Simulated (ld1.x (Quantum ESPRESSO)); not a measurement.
# Before and after: TM potential for cadmium

```
Element                 : cadmium (Cd)
Generator               : ld1.x (Quantum ESPRESSO) 7.5
Type                    : norm-conserving Troullier–Martins (Kleinman–Bylander form)
Functional              : PBE
Relativity              : fully relativistic
Frozen core             : [Kr]
Valence charge          : 12
Reference configuration : 4d10 5s2 5p0
Partial waves           : 5p (bound, empty): rc 3.10 bohr; 4d (bound): rc 1.60 bohr; 5s (bound): rc 1.80 bohr
Local potential         : the s channel
Core correction         : Bessel-smoothed model core inside 1.30 bohr
```

Open shells are filled in proportion to 2j + 1 (rel_dist='average').

All-electron outer shells of the reference configuration (PBE, scalar-relativistic, ld1.x):

```json
{"shell": "4s", "level (eV)": "-105.92", "outermost node (bohr)": "0.43", "outermost maximum (bohr)": "0.79"}
{"shell": "4p", "level (eV)": "-66.97", "outermost node (bohr)": "0.43", "outermost maximum (bohr)": "0.84"}
{"shell": "4d", "level (eV)": "-11.73", "outermost node (bohr)": "0.42", "outermost maximum (bohr)": "0.98"}
{"shell": "5s", "level (eV)": "-5.66", "outermost node (bohr)": "1.07", "outermost maximum (bohr)": "2.35"}
{"shell": "5p", "level (eV)": "-1.18", "outermost node (bohr)": "1.20", "outermost maximum (bohr)": "3.33"}
```

Change: all radii but the core radius scaled by about 1.32 (s 2.38, p 4.10, d 2.12 bohr).

Cutoffs: the cutoffs (Ry, on a coarse ladder) from which the occupation-weighted sum of valence levels, in a spherical-Bessel basis at the reference potential, stays within 10 and 1 mRy of its value at 400 Ry; they do not see the model core or the augmentation charge, which bear on the density cutoff. Errors are all-electron minus pseudo energies relative to the spin-unpolarised reference configuration.

Problem. What does the change do?

Solution. The potential gets softer (70 Ry and 110 Ry → 55 Ry and 90 Ry); of the 7 tests that both files solve, the error grows in 4 and shrinks in 0 by more than 15 % and 0.3 meV (median size 3.4 → 24.5 meV); neither file shows a bound ghost. A larger radius leaves more room for a smooth pseudo-wave, so fewer plane waves are needed. More of the atom is replaced by a form fitted at one configuration, so other configurations suffer.

| quantity | base | changed |
| --- | --- | --- |
| cutoff, loose | 70 Ry | 55 Ry |
| cutoff, tight | 110 Ry | 90 Ry |
| loose cutoff by channel (10 mRy a level) | d 60 Ry, s 18 Ry | d 45 Ry, s 8 Ry |
| bound ghosts | none | none |
| error for 4d10 5s1 5p0, meV [ΔE 9.27 eV] | -3.4 | -4.5 |
| error for 4d10 5s0 5p0, meV [ΔE 26.40 eV] | -28 | -35 |
| error for 4d9 5s0 5p0, meV [ΔE 64.41 eV] | -230 | -231 |
| error for 4d10 5s1.5 5p0, meV [ΔE 3.71 eV] | -0.6 | -0.8 |
| error for 4d10 5s0 5p2, meV [ΔE 9.66 eV] | -0.2 | +25 |
| error for 4d10 5s1 5p1, meV [ΔE 4.66 eV] | 0.0 | +5.0 |
| error for 4d9 5s2 5p0, meV [ΔE 17.98 eV] | -126 | -131 |
